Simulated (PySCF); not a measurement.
Molfile (atoms numbered from 1):
```
C5H15B2N
     RDKit          3D

 23 23  0  0  0  0  0  0  0  0999 V2000
    0.5895    2.4615    0.3564 B   0  0  0  0  0  0  0  0  0  0  0  0
    0.6515    0.9078    0.4038 C   0  0  2  0  0  0  0  0  0  0  0  0
    1.6426    0.2515   -0.5844 C   0  0  0  0  0  0  0  0  0  0  0  0
    1.2891   -1.2496   -0.6372 C   0  0  0  0  0  0  0  0  0  0  0  0
   -0.0597   -1.4292    0.2606 B   0  0  0  0  0  0  0  0  0  0  0  0
   -0.6198    0.1244    0.2796 N   0  0  0  0  0  0  0  0  0  0  0  0
   -1.3128    0.4180   -0.9840 C   0  0  0  0  0  0  0  0  0  0  0  0
   -1.5259    0.3626    1.4069 C   0  0  0  0  0  0  0  0  0  0  0  0
   -0.4342    3.0938    0.2328 H   0  0  0  0  0  0  0  0  0  0  0  0
    1.6302    3.0633    0.4705 H   0  0  0  0  0  0  0  0  0  0  0  0
    1.0291    0.6635    1.4177 H   0  0  0  0  0  0  0  0  0  0  0  0
    1.5585    0.7243   -1.5771 H   0  0  0  0  0  0  0  0  0  0  0  0
    2.6683    0.4586   -0.2445 H   0  0  0  0  0  0  0  0  0  0  0  0
    1.1689   -1.5725   -1.6842 H   0  0  0  0  0  0  0  0  0  0  0  0
    2.1116   -1.8531   -0.2253 H   0  0  0  0  0  0  0  0  0  0  0  0
   -0.9579   -2.1356   -0.1824 H   0  0  0  0  0  0  0  0  0  0  0  0
    0.1788   -1.6733    1.4429 H   0  0  0  0  0  0  0  0  0  0  0  0
   -1.5831    1.4837   -1.0452 H   0  0  0  0  0  0  0  0  0  0  0  0
   -2.2189   -0.1970   -1.0387 H   0  0  0  0  0  0  0  0  0  0  0  0
   -0.6674    0.1499   -1.8280 H   0  0  0  0  0  0  0  0  0  0  0  0
   -2.3675   -0.3389    1.3382 H   0  0  0  0  0  0  0  0  0  0  0  0
   -1.9074    1.3958    1.3973 H   0  0  0  0  0  0  0  0  0  0  0  0
   -0.9894    0.1675    2.3432 H   0  0  0  0  0  0  0  0  0  0  0  0
  1  2  1  0
  2  3  1  0
  3  4  1  0
  4  5  1  0
  5  6  1  0
  6  7  1  0
  6  8  1  0
  6  2  1  0
  1  9  1  0
  1 10  1  0
  2 11  1  1
  3 12  1  0
  3 13  1  0
  4 14  1  0
  4 15  1  0
  5 16  1  0
  5 17  1  0
  7 18  1  0
  7 19  1  0
  7 20  1  0
  8 21  1  0
  8 22  1  0
  8 23  1  0
M  CHG  2   5  -1   6   1
M  END
```

Geometry: PBE0-D3(BJ)/def2-SVP; GIAO absolute shieldings from PySCF 2.14, gas phase, non-relativistic, averaged over equivalent atoms.

At PBE0/pcSseg-1 (211 basis functions, 82 s wall time on 1 thread of an Arm Neoverse N1, shared host):
| atoms | σ (ppm) |
| --- | --- |
| B1 | 15.4 |
| B5 | 105.2 |
| C2 | 103.7 |
| C8 | 133.9 |
| C7 | 140.6 |
| C3 | 157.8 |
| C4 | 174.8 |
| N6 | 196.2 |
| H9/H10 | 23.59 |
| H11 | 28.05 |
| H21/H22/H23 | 28.75 |
| H16 | 28.77 |
| H17 | 28.90 |
| H18/H19/H20 | 28.92 |
| H13 | 28.98 |
| H12 | 29.61 |
| H15 | 30.12 |
| H14 | 30.46 |

**Question.** What do these become at WP04/pcSseg-1?

**Answer.** 
```tsv
atoms	σ at WP04/pcSseg-1	change
B1	17.6	+2.2
B5	97.7	-7.5
C2	94.5	-9.2
C8	122.3	-11.6
C7	127.9	-12.7
C3	142.7	-15.1
C4	159.6	-15.2
N6	177.1	-19.1
H9/H10	25.05	+1.46
H11	28.57	+0.52
H21/H22/H23	29.14	+0.39
H16	29.61	+0.84
H17	29.75	+0.85
H18/H19/H20	29.28	+0.36
H13	29.50	+0.52
H12	30.05	+0.44
H15	30.60	+0.48
H14	30.88	+0.42
```

The largest change is at N6 (donor nitrogen of a Lewis adduct). Cost: 211 basis functions, 78 s wall time on 1 thread of an Arm Neoverse N1, shared host. The order of the carbon signals is the same at both levels.

A carbon bonded to boron is broadened by the quadrupolar boron nucleus and is often missing from a measured spectrum.
